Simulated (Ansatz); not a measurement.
Al2FH7Si2, SMILES `[F][AlH][SiH2][SiH2][AlH2]`, relaxed with RKS PBE0-D4/def2-TZVP in Ansatz from a PBE-D4/def2-SVP geometry. The force threshold is 0.005 eV/Å; the program also tests the step.

Total charge 0; spin multiplicity 1.

Start:

```xyz
12

F     0.052    0.713   -1.771
Al   -0.922    1.716   -0.664
Si   -0.943    0.466    1.427
Si    0.990   -0.820    0.976
Al    0.755   -1.115   -1.490
H    -1.371    3.024   -1.456
H    -1.044    1.368    2.631
H    -2.201   -0.369    1.347
H     1.016   -2.008    1.908
H     2.125    0.097    1.385
H    -0.542   -1.969   -1.908
H     2.083   -1.104   -2.386
```

```csv
step,energy (eV),largest force (eV/Å),largest move (Å)
1,-31768.6637,0.468,0.000
2,-31768.6918,0.385,0.030
3,-31768.6992,0.083,0.018
4,-31768.6996,0.016,0.008
5,-31768.6997,0.007,0.004
6,-31768.6998,0.015,0.011
7,-31768.6999,0.009,0.005
8,-31768.6999,0.005,0.005
9,-31768.6999,0.006,0.009
10,-31768.7000,0.007,0.014
11,-31768.7000,0.006,0.012
12,-31768.7000,0.004,0.004
```

End:

```xyz
12

F     0.000    0.683   -1.774
Al   -0.916    1.685   -0.684
Si   -0.932    0.478    1.420
Si    0.977   -0.816    0.984
Al    0.759   -1.099   -1.476
H    -1.358    2.992   -1.449
H    -1.007    1.378    2.604
H    -2.179   -0.341    1.366
H     0.979   -2.012    1.877
H     2.111    0.060    1.412
H    -0.500   -1.978   -1.905
H     2.066   -1.030   -2.375
```

It took 59 s on 4 threads of an Arm Neoverse V1 on a shared host, with 0.72 GiB of host memory at the peak.
